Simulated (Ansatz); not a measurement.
CH8GeSSi can be A, `[SiH3]S[CH2][GeH3]`, or B, `[SiH3][GeH2][CH2]S`.

Program: Ansatz. Geometries: PBE0-D4/def2-TZVP. ΔE: electronic, gas phase. CCSD(T)/CBS adds triple-zeta CCSD(T) − MP2 to the extrapolated MP2 energy (def2 sets, frozen cores). DFT in def2-TZVPP. B3LYP here is the variant with VWN-RPA as its local correlation; programs differ in this. For Ge outer-core shells are correlated without core-valence functions, which leaves a few kJ/mol of doubt a bond. Scalar relativity is left out up to krypton. One conformer a species, not always the lowest.

**Question.** Which isomer does CCSD(T)/CBS put lower? Give the gap. (Best estimate.)

**Answer.** Ansatz gave: A, by 36.3 kJ/mol.

**Question.** Give E(B) − E(A) in kJ/mol with PBE-D4, MP2/def2-TZVPP, HF/def2-TZVPP, B3LYP-D4, CCSD(T)/def2-SVP, r2SCAN-D4, B2PLYP. (Best estimate.)

**Answer.** Ansatz gave: PBE-D4 28.8, MP2/def2-TZVPP 40.4, HF/def2-TZVPP 45.3, B3LYP-D4 33.9, CCSD(T)/def2-SVP 31.1, r2SCAN-D4 35.2, B2PLYP 37.7. None reverses the order clearly.

**Question.** Does the order hold for the free energy at 298.15 K (harmonic terms from PBE0-D4)? (Best estimate.)

**Answer.** Computed: Yes: G(B) − G(A) = +37.0 kJ/mol, for one conformer each. Modes under 60 cm⁻¹, often nearly free rotors, make the harmonic entropy too high.

Largest T1 diagnostic: 0.011.

In def2-TZVPP, CCSD(T) changes the Hartree–Fock value by −11.3 kJ/mol (the triples alone add −0.3 kJ/mol) and MP2 by −5.0 kJ/mol. From BLYP to BHLYP (50 % exact exchange), in def2-TZVPP and without D4, E(B) − E(A) moves by +6.0 kJ/mol.
